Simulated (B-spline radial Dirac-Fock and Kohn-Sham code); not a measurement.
Dipole and non-dipole photoemission parameters of Sn²⁺ 3s

System: Sn²⁺ in the configuration [Kr] 4d10 5s2; threshold 887.5 eV (orbital energy of the model). Model: Dirac-Hartree-Slater photoionisation with a Latter tail; cross sections with all multipoles, angular parameters from the dipole term and its interference with E2. Program: an atomic code on a B-spline grid.

For linearly polarised light dσ/dΩ = σ/(4π) [1 + β P₂(cos θ) + (δ + γ cos²θ) sin θ cos φ], with θ from the polarisation vector and φ the angle between the beam and the projection of the electron momentum on the plane normal to the polarisation.

```csv
hν (eV),σ (kb),β,γ
1000,76.5,1.983,0.740
1020,74.6,1.984,0.718
1253.6,56.8,1.986,0.502
1280,55.1,1.986,0.482
2000,27.9,1.990,0.129
3600,10.1,1.992,-0.103
3810,9.05,1.992,-0.106
3870,?,?,?
4090,7.92,1.992,-0.105
4120,7.81,1.992,-0.105
4620,6.28,1.992,-0.091
6000,3.79,1.992,-0.002
7320,2.54,1.992,0.127
12100,0.877,1.992,0.673
12400,0.831,1.992,0.707
```

**Question.** Give the values at 3870 eV.

**Answer.** σ = 8.79 kb, β = 1.992, γ = -0.107. For an s subshell δ is negligible.

Values without a named source are computed, but for edge energies of neutral atoms, which are taken from tables.
